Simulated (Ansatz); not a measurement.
`O=C[SiH2][CH2][InH2]`, charge 0, multiplicity 1.

Question: Give a relaxed structure at PBE0-D4/def2-TZVP (the Gaussian-basis code of Ansatz). (Estimate.)

Answer: Ansatz gave: 
Cartesian coordinates in Å:
```
O 2.4941 -0.4693 -1.6686
C 2.4596 0.0300 -0.5722
Si 0.8128 0.2812 0.4012
C -0.6536 -0.3233 -0.5428
In -2.5288 -0.0721 0.5036
H 3.4157 0.3621 -0.0953
H 0.9880 -0.4282 1.7026
H 0.7323 1.7388 0.7120
H -0.5165 -1.3862 -0.7600
H -0.7082 0.2188 -1.4910
H -3.0767 -1.3381 1.5378
H -3.4188 1.3863 0.2727
```
Point group Cs.
This is one stationary point; other conformers may exist.
